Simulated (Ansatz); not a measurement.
Reaction (ligand exchange at the Si–F bond): `F[Si](S)(S)S` + H₂S → `S[Si](S)(S)S` + H–F

Calculated with Ansatz (gas phase, PBE0-D4/def2-TZVP geometries, no zero-point term in ΔE). CCSD(T)/CBS adds triple-zeta CCSD(T) − MP2 to the extrapolated MP2 energy (def2 sets, frozen cores). This one scheme is used for every species. Functionals use def2-TZVPP. B3LYP here is the variant with VWN-RPA as its local correlation; programs differ in this. One conformer a species, not always the lowest.

`F[Si](S)(S)S`:

Cartesian coordinates in Å:
```
F -1.468 -0.034 0.721
Si -0.036 -0.001 0.018
S -0.240 0.722 -1.956
S 0.771 -1.952 -0.025
S 1.252 1.271 1.107
H -0.934 1.811 -1.575
H -0.336 -2.488 -0.572
H 0.991 0.669 2.282
```

H₂S:

Z-matrix (Å, degrees):
```
S
H 1 1.341
H 1 1.341 2 92.3
```

`S[Si](S)(S)S`:

Z-matrix (Å, degrees):
```
Si
S 1 2.126
S 1 2.126 2 115.6
S 1 2.126 2 106.5 3 -118.1
S 1 2.126 2 106.5 3 118.0
H 2 1.346 1 94.0 3 65.7
H 3 1.346 1 94.0 2 65.6
H 4 1.346 1 94.0 2 176.3
H 5 1.346 1 94.0 2 52.5
```

H–F:

Z-matrix (Å, degrees):
```
F
H 1 0.920
```

CCSD(T)/CBS gives +73.8 kJ/mol.

Question: Another level gave +84.3 kJ/mol. Which?
A. MP2/def2-TZVPP
B. CCSD/def2-TZVPP
C. CAM-B3LYP/def2-TZVPP
D. B3LYP-D4/def2-TZVPP

Answer: B. CCSD/def2-TZVPP 84.3, CAM-B3LYP 98.4, B3LYP-D4 79.7, MP2/def2-TZVPP 69.0 kJ/mol.

Largest T1 diagnostic among the species: 0.012.

Leaving LDA and LC-ωPBE aside and taking each functional with its dispersion term where it has one, the values, not all of them listed here, spread over 30.2 kJ/mol, from revPBE-D4 to CAM-B3LYP-D4. In def2-TZVPP, CCSD(T) changes the Hartree–Fock value by −26.0 kJ/mol (the triples alone add −5.3 kJ/mol) and MP2 by −36.0 kJ/mol.
